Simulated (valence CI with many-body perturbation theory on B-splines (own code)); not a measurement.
## Pt LXXII: E2, E3, M2 decay

Level of theory: configuration interaction combined with many-body perturbation theory (CI+MBPT): five valence electrons over a frozen Dirac-Fock core [He], a basis of 11 s, 11 p, 10 d, 8 f, 5 g, 2 h functions for each j, with the one-electron correlation potential Σ1, the two-electron term Σ2, the three-electron term Σ3, Breit, model QED; selected CI, second order for the rest, scaled by the run's own slope (own B-spline code, finite nucleus).

The last digits are not significant, and no measured levels were compared; by estimate large intervals hold to a few tenths of a per cent, small ones and those within an open d or f shell to about a per cent. Among the levels kept, up to 7600 cm⁻¹ of a level comes from second order outside the variational space, and about a tenth of that is noise between levels of different J, which matters for small intervals.

Lines 51 to 100 of 115 in falling wavelength, among levels below 14924 eV, chosen from the decays that carry over 1 % of a level's rate. Wavelengths and rates use the calculated energies. Electric multipoles are in the length gauge, E1 and E2 with the static RPA response of the core. S is in atomic units (e²a₀⁴ for E2 and M2, e²a₀⁶ for E3), for M1 in squared Bohr magnetons. Weak lines are less certain than strong ones. Lines between different terms over intervals too small for the method are left out, as are lines whose strength nearly cancels. The highest levels of a list are the least certain.

Levels are named by their leading jj configuration (3d3/2^4 stands for four electrons in 3d with j = 3/2), which in mixed levels can hold well under half, so a name can repeat and another be missing. Letters in brackets count levels of one name in rising energy.

| λ vac (Å) | Upper | Lower | Type | A (s⁻¹) | S (a.u.) |
| --- | --- | --- | --- | --- | --- |
| 1.186 | (2s^2 2p1/2 2p3/2 3p3/2) J=1/2 [a] | (2s^2 2p1/2 2p3/2^2) J=3/2 | E2 | 1.26e+12 | 5.29e-06 |
| 1.185 | (2s^2 2p1/2 2p3/2 3p3/2) J=3/2 [a] | (2s^2 2p1/2 2p3/2^2) J=3/2 | E2 | 4.30e+11 | 3.59e-06 |
| 1.184 | (2s^2 2p1/2 2p3/2 3p3/2) J=3/2 [b] | (2s^2 2p1/2 2p3/2^2) J=5/2 | E2 | 1.13e+11 | 9.40e-07 |
| 1.184 | (2s^2 2p1/2 2p3/2 3p3/2) J=7/2 | (2s^2 2p1/2 2p3/2^2) J=3/2 | E2 | 1.54e+11 | 2.56e-06 |
| 1.184 | (2s 2p1/2 2p3/2^2 3p3/2) J=1/2 [b] | (2s 2p1/2 2p3/2^3) J=5/2 | E2 | 4.72e+11 | 1.96e-06 |
| 1.182 | (2s^2 2p3/2^2 3p3/2) J=3/2 [a] | (2s^2 2p3/2^3) J=3/2 | E2 | 2.52e+12 | 2.08e-05 |
| 1.181 | (2s^2 2p1/2 2p3/2 3p3/2) J=1/2 [b] | (2s^2 2p1/2 2p3/2^2) J=5/2 | E2 | 2.63e+12 | 1.08e-05 |
| 1.179 | (2s^2 2p3/2^2 3p3/2) J=3/2 [b] | (2s^2 2p3/2^3) J=3/2 | E2 | 1.59e+11 | 1.30e-06 |
| 1.178 | (2s^2 2p1/2 2p3/2 3p3/2) J=1/2 [b] | (2s^2 2p1/2 2p3/2^2) J=3/2 | E2 | 1.21e+12 | 4.92e-06 |
| 1.176 | (2s 2p1/2^2 2p3/2 3p3/2) J=1/2 [b] | (2s 2p1/2^2 2p3/2^2) J=5/2 | E2 | 6.95e+11 | 2.80e-06 |
| 1.168 | (2s 2p1/2 2p3/2^2 3d5/2) J=9/2 [b] | (2s 2p1/2 2p3/2^3) J=5/2 | M2 | 1.76e+11 | 3.43e-06 |
| 1.165 | (2s 2p1/2^2 2p3/2 3d5/2) J=9/2 | (2s 2p1/2^2 2p3/2^2) J=5/2 | M2 | 1.14e+11 | 2.19e-06 |
| 1.165 | (2s 2p1/2^2 2p3/2 3d5/2) J=9/2 | (2s 2p1/2^2 2p3/2^2) J=5/2 | E3 | 7.19e+09 | 6.65e-07 |
| 1.162 | (2s^2 2p3/2^2 3d5/2) J=7/2 | (2s^2 2p3/2^3) J=3/2 | M2 | 1.90e+11 | 2.88e-06 |
| 1.160 | (2s^2 2p1/2 2p3/2 3d5/2) J=9/2 | (2s^2 2p1/2 2p3/2^2) J=5/2 | M2 | 1.14e+11 | 2.14e-06 |
| 1.160 | (2s^2 2p1/2 2p3/2 3d5/2) J=9/2 | (2s^2 2p1/2 2p3/2^2) J=5/2 | E3 | 7.42e+09 | 6.67e-07 |
| 1.018 | (2s 2p1/2 2p3/2^2 3p3/2) J=7/2 [a] | (2s 2p1/2^2 2p3/2^2) J=5/2 | E2 | 6.84e+11 | 5.34e-06 |
| 1.016 | (2s 2p1/2 2p3/2^2 3p3/2) J=1/2 [b] | (2s 2p1/2^2 2p3/2^2) J=3/2 | E2 | 1.38e+12 | 2.66e-06 |
| 1.014 | (2s 2p1/2 2p3/2^2 3p3/2) J=5/2 [d] | (2s 2p1/2^2 2p3/2^2) J=1/2 | E2 | 9.89e+11 | 5.69e-06 |
| 1.014 | (2s 2p1/2 2p3/2^2 3p3/2) J=9/2 | (2s 2p1/2^2 2p3/2^2) J=5/2 | E2 | 2.06e+12 | 1.97e-05 |
| 1.014 | (2s^2 2p1/2 2p3/2 3p3/2) J=5/2 [a] | (2s^2 2p1/2^2 2p3/2) J=3/2 | E2 | 4.51e+11 | 2.59e-06 |
| 1.013 | (2s^2 2p1/2 2p3/2 3p3/2) J=1/2 [a] | (2s^2 2p1/2^2 2p3/2) J=3/2 | E2 | 9.33e+11 | 1.78e-06 |
| 1.013 | (2s 2p1/2 2p3/2^2 3p3/2) J=5/2 [e] | (2s 2p1/2^2 2p3/2^2) J=1/2 | E2 | 9.89e+11 | 5.66e-06 |
| 1.013 | (2s^2 2p1/2 2p3/2 3p3/2) J=3/2 [a] | (2s^2 2p1/2^2 2p3/2) J=3/2 | E2 | 1.77e+12 | 6.75e-06 |
| 1.012 | (2s^2 2p1/2 2p3/2 3p3/2) J=7/2 | (2s^2 2p1/2^2 2p3/2) J=3/2 | E2 | 1.91e+12 | 1.45e-05 |
| 1.011 | (2s^2 2p1/2 2p3/2 3p3/2) J=3/2 [b] | (2s^2 2p1/2^2 2p3/2) J=3/2 | E2 | 8.48e+10 | 3.19e-07 |
| 1.010 | (2s^2 2p3/2^2 3p3/2) J=3/2 [a] | (2s^2 2p1/2 2p3/2^2) J=1/2 | E2 | 3.32e+11 | 1.25e-06 |
| 1.010 | (2s^2 2p3/2^2 3p3/2) J=7/2 | (2s^2 2p1/2 2p3/2^2) J=5/2 | E2 | 8.76e+11 | 6.59e-06 |
| 1.010 | (2s^2 2p3/2^2 3p3/2) J=5/2 | (2s^2 2p1/2 2p3/2^2) J=5/2 | E2 | 1.50e+12 | 8.45e-06 |
| 1.010 | (2s^2 2p3/2^2 3p3/2) J=1/2 | (2s^2 2p1/2 2p3/2^2) J=5/2 | E2 | 2.17e+12 | 4.07e-06 |
| 1.010 | (2s^2 2p1/2 2p3/2 3p3/2) J=5/2 [b] | (2s^2 2p1/2^2 2p3/2) J=3/2 | E2 | 1.46e+12 | 8.20e-06 |
| 1.008 | (2s^2 2p3/2^2 3p3/2) J=7/2 | (2s^2 2p1/2 2p3/2^2) J=3/2 | E2 | 1.53e+12 | 1.14e-05 |
| 1.008 | (2s^2 2p3/2^2 3p3/2) J=5/2 | (2s^2 2p1/2 2p3/2^2) J=3/2 | E2 | 8.36e+11 | 4.67e-06 |
| 1.008 | (2s^2 2p3/2^2 3p3/2) J=3/2 [b] | (2s^2 2p1/2 2p3/2^2) J=1/2 | E2 | 2.03e+12 | 7.53e-06 |
| 1.008 | (2s^2 2p1/2 2p3/2 3p3/2) J=1/2 [b] | (2s^2 2p1/2^2 2p3/2) J=3/2 | E2 | 9.03e+11 | 1.68e-06 |
| 1.006 | (2s^2 2p3/2^2 3p3/2) J=3/2 [a] | (2s^2 2p1/2 2p3/2^2) J=5/2 | E2 | 1.69e+12 | 6.21e-06 |
| 1.004 | (2s^2 2p3/2^2 3p3/2) J=3/2 [a] | (2s^2 2p1/2 2p3/2^2) J=3/2 | E2 | 3.12e+11 | 1.14e-06 |
| 1.003 | (2s^2 2p3/2^2 3p3/2) J=3/2 [b] | (2s^2 2p1/2 2p3/2^2) J=5/2 | E2 | 2.80e+11 | 1.02e-06 |
| 0.9928 | (2s^2 2p1/2 2p3/2 3d5/2) J=9/2 | (2s^2 2p1/2^2 2p3/2) J=3/2 | E3 | 1.80e+10 | 5.44e-07 |
| 0.9909 | (2s^2 2p3/2^2 3d5/2) J=9/2 | (2s^2 2p1/2 2p3/2^2) J=5/2 | M2 | 6.85e+10 | 5.85e-07 |
| 0.9909 | (2s^2 2p3/2^2 3d5/2) J=9/2 | (2s^2 2p1/2 2p3/2^2) J=5/2 | E3 | 6.64e+09 | 1.98e-07 |
| 0.9891 | (2s^2 2p3/2^2 3d5/2) J=9/2 | (2s^2 2p1/2 2p3/2^2) J=3/2 | E3 | 1.41e+10 | 4.14e-07 |
| 0.9783 | (2s 2p1/2^2 2p3/2 3d3/2) J=5/2 [a] | (2s^2 2p1/2^2 2p3/2) J=3/2 | E2 | 5.01e+12 | 2.41e-05 |
| 0.9776 | (2s 2p1/2^2 2p3/2 3d3/2) J=7/2 | (2s^2 2p1/2^2 2p3/2) J=3/2 | E2 | 8.05e+12 | 5.14e-05 |
| 0.9767 | (2s 2p1/2 2p3/2^2 3d3/2) J=9/2 | (2s^2 2p1/2 2p3/2^2) J=5/2 | E2 | 8.65e+12 | 6.87e-05 |
| 0.9730 | (2s 2p1/2 2p3/2^2 3d3/2) J=5/2 [d] | (2s^2 2p1/2 2p3/2^2) J=1/2 | E2 | 5.84e+12 | 2.73e-05 |
| 0.9710 | (2s 2p1/2 2p3/2^2 3d5/2) J=9/2 [a] | (2s^2 2p1/2 2p3/2^2) J=5/2 | E2 | 8.29e+11 | 6.39e-06 |
| 0.9710 | (2s 2p1/2^2 2p3/2 3d3/2) J=3/2 [b] | (2s^2 2p1/2^2 2p3/2) J=3/2 | E2 | 3.73e+12 | 1.15e-05 |
| 0.9706 | (2s 2p1/2^2 2p3/2 3d3/2) J=5/2 [b] | (2s^2 2p1/2^2 2p3/2) J=3/2 | E2 | 5.83e+12 | 2.69e-05 |
| 0.9698 | (2s 2p1/2^2 2p3/2 3d3/2) J=1/2 [b] | (2s^2 2p1/2^2 2p3/2) J=3/2 | E2 | 7.77e+12 | 1.19e-05 |
